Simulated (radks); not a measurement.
Results of a calculation; reference values are marked as such.
Isoelectronic series with 60 electrons, each ion in its NIST ground configuration. Code: a radial shooting solver on a logarithmic mesh with Libxc functionals. Model: Dirac Kohn-Sham, PBEsol, spin-unpolarised, spherical densities, finite nucleus; open shells fill j = l - 1/2 first; Fermi nuclear charge, rms radius of each element as measured or else 0.836 A^(1/3) + 0.57 fm. Total energies (hartree) and orbital eigenvalues (hartree) (* marks an orbital that is empty in some or all of the ions):

Nd: configuration [Xe] 4f4 6s2; E (hartree) -9625.8631; 4f7/2* -0.05421; 4f5/2 -0.06893; 5s1/2 -1.48326
Pm+: configuration [Xe] 4f5 6s1; E (hartree) -10022.7638; 4f7/2* -0.28759; 4f5/2 -0.30482; 5s1/2 -1.75810
Sm2+: configuration [Xe] 4f6; E (hartree) -10429.5812; 4f7/2* -0.56178; 4f5/2 -0.58170; 5s1/2 -2.07691
Eu3+: configuration [Xe] 4f6; E (hartree) -10846.1822; 4f7/2* -1.19856; 4f5/2 -1.22343; 5s1/2 -2.67387
Gd4+: configuration [Xe] 4f6; E (hartree) -11272.4701; 4f7/2* -1.94853; 4f5/2 -1.97873; 5s1/2 -3.34438
Tb5+: configuration [Kr] 4d10 4f7 5s2 5p5; E (hartree) -11708.1969; 4f7/2* -2.57650; 4f5/2 -2.61058; 5s1/2 -3.98476
Dy6+: configuration [Kr] 4d10 4f8 5s2 5p4; E (hartree) -12153.9114; 4f7/2* -3.24378; 4f5/2 -3.28203; 5s1/2 -4.66195
Ho7+: configuration [Kr] 4d10 4f9 5s2 5p3; E (hartree) -12609.8717; 4f7/2* -3.94924; 4f5/2 -3.99196; 5s1/2 -5.37482
Er8+: configuration [Kr] 4d10 4f10 5s2 5p2; E (hartree) -13076.1047; 4f7/2* -4.69191; 4f5/2 -4.73943; 5s1/2 -6.12220
Tm9+: configuration [Kr] 4d10 4f11 5s2 5p1; E (hartree) -13552.4660; 4f7/2* -5.49600; 4f5/2 -5.54875; 5s1/2 -6.92091
Yb10+: configuration [Kr] 4d10 4f12 5s2; E (hartree) -14039.2422; 4f7/2* -6.33895; 4f5/2 -6.39730; 5s1/2 -7.75453
Lu11+: configuration [Kr] 4d10 4f12 5s2; E (hartree) -14536.8747; 4f7/2* -7.48752; 4f5/2 -7.55416; 5s1/2 -8.74591
Hf12+: configuration [Kr] 4d10 4f12 5s2; E (hartree) -15044.9632; 4f7/2* -8.71283; 4f5/2 -8.78845; 5s1/2 -9.79053
Ta13+: configuration [Kr] 4d10 4f12 5s2; E (hartree) -15563.5336; 4f7/2* -10.01271; 4f5/2 -10.09803; 5s1/2 -10.88753
W14+: configuration [Kr] 4d10 4f12 5s2; E (hartree) -16092.6874; 4f7/2* -11.38538; 4f5/2 -11.48117; 5s1/2 -12.03637
Re15+: configuration [Kr] 4d10 4f12 5s2; E (hartree) -16632.5414; 4f7/2* -12.82938; 4f5/2 -12.93643; 5s1/2 -13.23667
Os16+: configuration [Kr] 4d10 4f12 5s2; E (hartree) -17183.1556; 4f7/2* -14.34350; 4f5/2 -14.46265; 5s1/2 -14.48820
Ir17+: configuration [Kr] 4d10 4f12 5s2; E (hartree) -17744.7254; 4f7/2* -15.92672; 4f5/2 -16.05884; 5s1/2 -15.79093
Pt18+: configuration [Kr] 4d10 4f12 5s2; E (hartree) -18317.2826; 4f7/2* -17.57818; 4f5/2 -17.72418; 5s1/2 -17.14480
Au19+: configuration [Kr] 4d10 4f12 5s2; E (hartree) -18900.9972; 4f7/2* -19.29714; 4f5/2 -19.45798; 5s1/2 -18.54990

4f7/2 drops below 5s1/2 between Os16+ and Ir17+. 4f5/2 drops below 5s1/2 between Os16+ and Ir17+.
